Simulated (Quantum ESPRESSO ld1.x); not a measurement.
Task: The table gives one normalised radial function P(r) = r R(r) (large component) of N+ in [He] 2s2 2p2 (r in bohr). Calculated with ld1.x of Quantum ESPRESSO 7.5: Dirac Kohn-Sham, PW91, spin-unpolarised, spherical densities, point nucleus; open shells fill j = l - 1/2 first.

r	P
0.008827	0.0009
0.01196	0.0016
0.01634	0.0029
0.02233	0.0053
0.03026	0.0095
0.04134	0.0170
0.05648	0.0302
0.07654	0.0519
0.1046	0.0884
0.1429	0.1462
0.1936	0.2300
0.2645	0.3488
0.3613	0.4974
0.4897	0.6531
0.669	0.7891
0.914	0.8473
1.239	0.7857
1.692	0.6057
2.312	0.3709
3.133	0.1762
4.281	0.0558

Which n and l does it have? It may be an empty orbital.

Result: n = 2, l = 1: the number of nodes gives n - l - 1 = 0, the rise at small r points to l (this Dirac orbital starts as r^gamma with gamma = sqrt((l + 1)^2 - (Z/c)^2) = 2.00; the j = 3/2 orbital of l + 1 starts with the same power, but with a smaller coefficient, and then steepens), and the extent must fit the shell. The curve is that of 2p3/2; the two j differ most near the nucleus, where j = l - 1/2 has the larger amplitude, and in heavy atoms j = l - 1/2 is also the more compact. 2p3/2 (empty): eigenvalue -20.764 eV, 0 radial nodes, <r> = 1.28 bohr, 90 % of the charge inside 2.15 bohr.
